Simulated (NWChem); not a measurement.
C3H5NSi; SMILES C1=C[SiH2]N=C1

```xyz
10

C      0.5589     1.3826     0.0000
C      1.3294     0.2763     0.0000
Si     0.0941    -1.1438     0.0000
N     -1.3518    -0.1046     0.0000
C     -0.9160     1.1037     0.0000
H      0.9253     2.4085     0.0000
H      2.4138     0.3151     0.0000
H      0.1415    -2.0016     1.2119
H      0.1415    -2.0016    -1.2119
H     -1.6167     1.9480     0.0000
```
Atoms are numbered in this order, from 1.

Level: B3LYP/6-31G* (spherical d) (NWChem), optimised geometry, unscaled harmonic frequencies. 

Question: List the harmonic frequencies with IR intensities, and the thermochemistry.

Answer: 
```json
[
 {"frequency (cm⁻¹)": "260", "IR intensity (km/mol)": "1.5"},
 {"frequency (cm⁻¹)": "419", "IR intensity (km/mol)": "0.1"},
 {"frequency (cm⁻¹)": "514", "IR intensity (km/mol)": "21.6"},
 {"frequency (cm⁻¹)": "575", "IR intensity (km/mol)": "20.7"},
 {"frequency (cm⁻¹)": "648", "IR intensity (km/mol)": "5.3"},
 {"frequency (cm⁻¹)": "699", "IR intensity (km/mol)": "19.9"},
 {"frequency (cm⁻¹)": "743", "IR intensity (km/mol)": "13.5"},
 {"frequency (cm⁻¹)": "751", "IR intensity (km/mol)": "6.7"},
 {"frequency (cm⁻¹)": "764", "IR intensity (km/mol)": "98.6"},
 {"frequency (cm⁻¹)": "885", "IR intensity (km/mol)": "51.2"},
 {"frequency (cm⁻¹)": "948", "IR intensity (km/mol)": "105.7"},
 {"frequency (cm⁻¹)": "964", "IR intensity (km/mol)": "98.3"},
 {"frequency (cm⁻¹)": "972", "IR intensity (km/mol)": "1.7"},
 {"frequency (cm⁻¹)": "1007", "IR intensity (km/mol)": "0.1"},
 {"frequency (cm⁻¹)": "1103", "IR intensity (km/mol)": "13.2"},
 {"frequency (cm⁻¹)": "1329", "IR intensity (km/mol)": "8.3"},
 {"frequency (cm⁻¹)": "1381", "IR intensity (km/mol)": "9.5"},
 {"frequency (cm⁻¹)": "1564", "IR intensity (km/mol)": "28.2"},
 {"frequency (cm⁻¹)": "1664", "IR intensity (km/mol)": "30.3"},
 {"frequency (cm⁻¹)": "2260", "IR intensity (km/mol)": "115.2"},
 {"frequency (cm⁻¹)": "2264", "IR intensity (km/mol)": "141.0"},
 {"frequency (cm⁻¹)": "3087", "IR intensity (km/mol)": "65.3"},
 {"frequency (cm⁻¹)": "3174", "IR intensity (km/mol)": "22.8"},
 {"frequency (cm⁻¹)": "3228", "IR intensity (km/mol)": "6.1"}
]
```

| Item | Result |
|---|---|
| zero-point energy | 44.6 kcal/mol |
| thermal correction to the enthalpy at 298.15 K (with zero-point energy) | 48.2 kcal/mol |
| heat capacity Cv | 18.2 cal/(mol K) |
| entropy at 298.15 K and 1 atm (symmetry number 1) | 70.4 cal/(mol K) |
| dipole moment | 2.30 D |

Rigid rotor and harmonic oscillator.
